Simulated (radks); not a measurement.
The numbers below are computed, except where a source is named.
Task: C4-, 10 electrons, occupied as [Ne]. Level of theory: scalar-relativistic Kohn-Sham, LDA (Slater exchange, Perdew-Wang correlation), spin-polarised, spherical densities, finite nucleus; Fermi nuclear charge, rms radius 2.4702 fm; Watson sphere of charge +4 and radius 2.78 bohr (a radial shooting solver on a logarithmic mesh with Libxc functionals). Some entries of the table are withheld. Estimate them.

| orbital | occ. | eigenvalue (eV) | r(max) (bohr) |
|---|---|---|---|
| 1s | 2 | -265.0561 | 0.1751 |
| 2s | 2 | (1) | (2) |
| 2p | 6 | -5.6763 | 1.886 |

Result: 
(1) 2s eigenvalue (eV): -12.8586
(2) 2s r(max) (bohr): 1.331
